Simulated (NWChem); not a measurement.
All runs are NWChem calculations. System: C3H4FNSi, charge 0, spin multiplicity 1, displaced from the optimised geometry. The structure started from a generated list of species. Level: PBE/def2-SVP.

The NWChem input:

```
start mol
memory heap 200 mb stack 800 mb global 1000 mb
geometry units angstroms nocenter noautoz
  F     -0.689802     2.310942     0.000000
  C     -0.355793     0.985487     0.000000
  C     -1.236808    -0.080868     0.000000
  Si    -0.059195    -1.592356     0.000000
  N      1.505757    -0.623577     0.000000
  C      1.135256     0.638346     0.000000
  H     -2.349483     0.045592     0.000000
  H     -0.146630    -2.468429    -1.252442
  H     -0.146630    -2.468429     1.252442
  H      1.883459     1.493015     0.000000
  symmetry group Cs
end
basis spherical
  * library def2-svp
end
dft
  xc xpbe96 cpbe96
  semidirect memsize 60000000 filesize 0
  iterations 100
  vectors input hcore
end
task dft gradient
```

NWChem printed:

```
             Northwest Computational Chemistry Package (NWChem) 7.3.0
             --------------------------------------------------------

                                NWChem Input Module
                                -------------------

 Scaling coordinates for geometry "geometry" by  1.889725989
 (inverse scale =  0.529177249)

 Turning off AUTOSYM since
 SYMMETRY directive was detected!

                             Geometry "geometry" -> ""
                             -------------------------

 Output coordinates in angstroms (scale by  1.889725989 to convert to a.u.)

  No.       Tag          Charge          X              Y              Z
 ---- ---------------- ---------- -------------- -------------- --------------
    1 F                    9.0000    -0.68980200     2.31094200     0.00000000
    2 C                    6.0000    -0.35579300     0.98548700     0.00000000
    3 C                    6.0000    -1.23680800    -0.08086800     0.00000000
    4 Si                  14.0000    -0.05919500    -1.59235600     0.00000000
    5 N                    7.0000     1.50575700    -0.62357700     0.00000000
    6 C                    6.0000     1.13525600     0.63834600     0.00000000
    7 H                    1.0000    -2.34948300     0.04559200     0.00000000
    8 H                    1.0000    -0.14663000    -2.46842900    -1.25244200
    9 H                    1.0000    -0.14663000    -2.46842900     1.25244200
   10 H                    1.0000     1.88345900     1.49301500     0.00000000

 Effective nuclear repulsion energy (a.u.)     265.7622173656

            Nuclear Dipole moment (a.u.)
            ----------------------------
        X                 Y               Z
 ---------------- ---------------- ----------------
    -0.0000056692    -0.0000113384     0.0000000000

      Symmetry information
      --------------------

 Group name             Cs
 Group number              2
 Group order               2
 No. of unique centers     9

      Symmetry unique atoms

     1    2    3    4    5    6    7    8   10


 Summary of "ao basis" -> "" (spherical)
 ------------------------------------------------------------------------------
       Tag                 Description            Shells   Functions and Types
 ---------------- ------------------------------  ------  ---------------------
 *                          def2-svp                  on all atoms

  pbe96 is a nonlocal functional; adding pw91lda local functional.

                                 NWChem DFT Module
                                 -----------------

 Summary of "ao basis" -> "ao basis" (spherical)
 ------------------------------------------------------------------------------
       Tag                 Description            Shells   Functions and Types
 ---------------- ------------------------------  ------  ---------------------
 F                          def2-svp                 6       14   3s2p1d
 C                          def2-svp                 6       14   3s2p1d
 Si                         def2-svp                 8       18   4s3p1d
 N                          def2-svp                 6       14   3s2p1d
 H                          def2-svp                 3        5   2s1p

 Summary of "ao basis" -> "ao basis" (spherical)
 ------------------------------------------------------------------------------
       Tag                 Description            Shells   Functions and Types
 ---------------- ------------------------------  ------  ---------------------
 F                          def2-svp                 6       14   3s2p1d
 C                          def2-svp                 6       14   3s2p1d
 Si                         def2-svp                 8       18   4s3p1d
 N                          def2-svp                 6       14   3s2p1d
 H                          def2-svp                 3        5   2s1p

      Symmetry analysis of basis
      --------------------------

        a'         76
        a"         32

            General Information
            -------------------
          SCF calculation type: DFT
          Wavefunction type:  closed shell.
          No. of atoms     :    10
          No. of electrons :    52
           Alpha electrons :    26
            Beta electrons :    26
          Charge           :     0
          Spin multiplicity:     1
          Use of symmetry is: on ; symmetry adaption is: on
          Maximum number of iterations: 100
          AO basis - number of functions:   108
                     number of shells:    50
          Convergence on energy requested:  1.00D-06
          Convergence on density requested:  1.00D-05
          Convergence on gradient requested:  5.00D-04

              XC Information
              --------------
          PerdewBurkeErnzerhof Exchange Functional  1.000
            Perdew 1991 LDA Correlation Functional  1.000 local
           PerdewBurkeErnz. Correlation Functional  1.000 non-local

             Grid Information
             ----------------
          Grid used for XC integration:  medium
          Radial quadrature: Mura-Knowles
          Angular quadrature: Lebedev.
          Tag              B.-S. Rad. Rad. Pts. Rad. Cut. Ang. Pts.
          ---              ---------- --------- --------- ---------
          F                   0.50       49          12.0       434
          C                   0.70       49          10.0       434
          Si                  1.10       88          10.0       590
          N                   0.65       49          10.0       434
          H                   0.35       45          12.0       434
[...]
         Total DFT energy =     -560.027692253802
      One electron energy =    -1298.495812301018
           Coulomb energy =      528.086854424684
    Exchange-Corr. energy =      -55.380951743042
 Nuclear repulsion energy =      265.762217365574

 Numeric. integr. density =       52.000000376993

     Total iterative time =      9.3s

                  Occupations of the irreducible representations
                  ----------------------------------------------

                     irrep           alpha         beta
                     --------     --------     --------
                     a'               21.0         21.0
                     a"                5.0          5.0

                       DFT Final Molecular Orbital Analysis
                       ------------------------------------

 Vector   24  Occ=2.000000D+00  E=-2.977828D-01  Symmetry=a"
              MO Center=  3.8D-01, -1.0D+00, -2.2D-14, r^2= 4.3D+00
   Bfn.  Coefficient  Atom+Function         Bfn.  Coefficient  Atom+Function
  ----- ------------  ---------------      ----- ------------  ---------------
    80      0.301929   6 C  pz               94      0.255609   8 H  s
    99     -0.255609   9 H  s                66     -0.245492   5 N  pz
    52     -0.200262   4 Si pz               83      0.197565   6 C  pz
    95      0.176101   8 H  s               100     -0.176101   9 H  s
     6      0.160404   1 F  pz               69      0.152627   5 N  pz

 Vector   25  Occ=2.000000D+00  E=-2.391823D-01  Symmetry=a"
              MO Center= -4.1D-01,  2.7D-01,  1.7D-16, r^2= 2.8D+00
   Bfn.  Coefficient  Atom+Function         Bfn.  Coefficient  Atom+Function
  ----- ------------  ---------------      ----- ------------  ---------------
    34      0.398425   3 C  pz               20      0.316931   2 C  pz
    37      0.300749   3 C  pz               66      0.269588   5 N  pz
     6      0.244505   1 F  pz               69     -0.202637   5 N  pz
     9     -0.184115   1 F  pz               23      0.167712   2 C  pz
    80     -0.098553   6 C  pz               83     -0.065712   6 C  pz

 Vector   26  Occ=2.000000D+00  E=-2.260114D-01  Symmetry=a'
              MO Center=  1.2D+00, -3.3D-01, -3.3D-16, r^2= 2.4D+00
   Bfn.  Coefficient  Atom+Function         Bfn.  Coefficient  Atom+Function
  ----- ------------  ---------------      ----- ------------  ---------------
    64      0.484887   5 N  px               67     -0.344593   5 N  px
    17     -0.242180   2 C  s                18     -0.199208   2 C  px
    62     -0.188622   5 N  s                63     -0.183254   5 N  s
    45      0.172601   4 Si s               104      0.166376  10 H  s
    50      0.159060   4 Si px               33      0.145563   3 C  py

 Vector   27  Occ=0.000000D+00  E=-1.119458D-01  Symmetry=a"
              MO Center=  3.1D-01, -6.5D-02,  1.2D-15, r^2= 3.4D+00
   Bfn.  Coefficient  Atom+Function         Bfn.  Coefficient  Atom+Function
  ----- ------------  ---------------      ----- ------------  ---------------
    80      0.341006   6 C  pz               66      0.333843   5 N  pz
    69     -0.321472   5 N  pz               83      0.320168   6 C  pz
    34     -0.299762   3 C  pz               37     -0.300531   3 C  pz
    55     -0.256421   4 Si pz               20      0.249336   2 C  pz
    95     -0.240341   8 H  s               100      0.240341   9 H  s

 Vector   28  Occ=0.000000D+00  E=-1.316611D-02  Symmetry=a'
              MO Center= -3.1D-01, -1.5D+00, -1.1D-15, r^2= 3.8D+00
   Bfn.  Coefficient  Atom+Function         Bfn.  Coefficient  Atom+Function
  ----- ------------  ---------------      ----- ------------  ---------------
    53      1.075025   4 Si px               31      0.627019   3 C  s
    63     -0.619609   5 N  s                46     -0.393904   4 Si s
    50      0.264102   4 Si px               95      0.262766   8 H  s
   100      0.262766   9 H  s                17     -0.235524   2 C  s
    67      0.186554   5 N  px               21      0.183351   2 C  px

 Vector   29  Occ=0.000000D+00  E= 1.559863D-03  Symmetry=a"
              MO Center=  1.5D-01,  4.9D-01,  8.4D-16, r^2= 2.8D+00
   Bfn.  Coefficient  Atom+Function         Bfn.  Coefficient  Atom+Function
  ----- ------------  ---------------      ----- ------------  ---------------
    23      0.562385   2 C  pz               20      0.505477   2 C  pz
    83     -0.503742   6 C  pz               37     -0.402773   3 C  pz
    80     -0.403347   6 C  pz               69      0.308100   5 N  pz
    34     -0.243506   3 C  pz               66     -0.241505   5 N  pz
     6      0.170028   1 F  pz                9     -0.162349   1 F  pz

 center of mass
 --------------
 x =   0.00132131 y =   0.10689422 z =   0.00000000

 moments of inertia (a.u.)
 ------------------
         756.475436327323         113.045008809515           0.000000000000
         113.045008809515         316.295469894610           0.000000000000
           0.000000000000           0.000000000000        1050.189133287009

     Multipole analysis of the density
     ---------------------------------

     L   x y z        total         alpha         beta         nuclear
     -   - - -        -----         -----         ----         -------
     0   0 0 0     -0.000000    -26.000000    -26.000000     52.000000

     1   1 0 0     -0.523387     -0.261691     -0.261691     -0.000006
     1   0 1 0     -0.096447     -0.048218     -0.048218     -0.000011
     1   0 0 1      0.000000      0.000000      0.000000      0.000000

     2   2 0 0    -32.049666    -99.915649    -99.915649    167.781632
     2   1 1 0      2.991947     25.291101     25.291101    -47.590255
     2   1 0 1     -0.000000     -0.000000     -0.000000      0.000000
     2   0 2 0    -31.017482   -210.155130   -210.155130    389.292777
     2   0 1 1     -0.000000     -0.000000     -0.000000      0.000000
     2   0 0 2    -31.592965    -21.398093    -21.398093     11.203221

            General Information
            -------------------
          SCF calculation type: DFT
          Wavefunction type:  closed shell.
          No. of atoms     :    10
          No. of electrons :    52
           Alpha electrons :    26
            Beta electrons :    26
          Charge           :     0
          Spin multiplicity:     1
          Use of symmetry is: on ; symmetry adaption is: on
          Maximum number of iterations: 100
          AO basis - number of functions:   108
                     number of shells:    50
          Convergence on energy requested:  1.00D-06
          Convergence on density requested:  1.00D-05
          Convergence on gradient requested:  5.00D-04

              XC Information
              --------------
          PerdewBurkeErnzerhof Exchange Functional  1.000
            Perdew 1991 LDA Correlation Functional  1.000 local
           PerdewBurkeErnz. Correlation Functional  1.000 non-local

             Grid Information
             ----------------
          Grid used for XC integration:  medium
          Radial quadrature: Mura-Knowles
          Angular quadrature: Lebedev.
          Tag              B.-S. Rad. Rad. Pts. Rad. Cut. Ang. Pts.
          ---              ---------- --------- --------- ---------
          F                   0.50       49          12.0       434
          C                   0.70       49          10.0       434
          Si                  1.10       88          10.0       590
          N                   0.65       49          10.0       434
          H                   0.35       45          12.0       434
          Grid pruning is: on
          Number of quadrature shells:   468
          Spatial weights used:  Erf1

          Convergence Information
          -----------------------
          Convergence aids based upon iterative change in
          total energy or number of iterations.
          Levelshifting, if invoked, occurs when the
          HOMO/LUMO gap drops below (HL_TOL):  1.00D-02
          DIIS, if invoked, will attempt to extrapolate
          using up to (NFOCK): 10 stored Fock matrices.

                    Damping( 0%)  Levelshifting(0.5)       DIIS
                  --------------- ------------------- ---------------
          dE  on:    start            ASAP                start
          dE off:    2 iters        100 iters           100 iters

      Screening Tolerance Information
      -------------------------------
          Density screening/tol_rho:  1.00D-10
          AO Gaussian exp screening on grid/accAOfunc:  14
          CD Gaussian exp screening on grid/accCDfunc:  20
          XC Gaussian exp screening on grid/accXCfunc:  20
          Schwarz screening/accCoul:  1.00D-08

                            NWChem DFT Gradient Module
                            --------------------------

  charge          =   0.00
  wavefunction    = closed shell

  Using symmetry

                         DFT ENERGY GRADIENTS

    atom               coordinates                        gradient
                 x          y          z           x          y          z
   1 F      -1.303537   4.367047   0.000000   -0.005179   0.020922   0.000000
   2 C      -0.672351   1.862300   0.000000    0.005440   0.007104   0.000000
   3 C      -2.337228  -0.152818   0.000000   -0.011898  -0.014317   0.000000
   4 Si     -0.111862  -3.009117   0.000000   -0.002169  -0.006928   0.000000
   5 N       2.845468  -1.178390   0.000000    0.018346  -0.024026   0.000000
   6 C       2.145323   1.206299   0.000000    0.001136   0.016529   0.000000
   7 H      -4.439879   0.086156   0.000000   -0.013677   0.001425   0.000000
   8 H      -0.277091  -4.664654  -2.366772   -0.000507  -0.005758  -0.007894
   9 H      -0.277091  -4.664654   2.366772   -0.000507  -0.005758   0.007894
  10 H       3.559221   2.821389   0.000000    0.009014   0.010808   0.000000

                 ----------------------------------------
                 |  Time  |  1-e(secs)   |  2-e(secs)   |
                 ----------------------------------------
                 |  CPU   |       0.02   |       6.44   |
                 ----------------------------------------
                 |  WALL  |       0.02   |       6.44   |
                 ----------------------------------------

 Task  times  cpu:       16.6s     wall:       16.6s

 Total times  cpu:       16.7s     wall:       16.7s
```
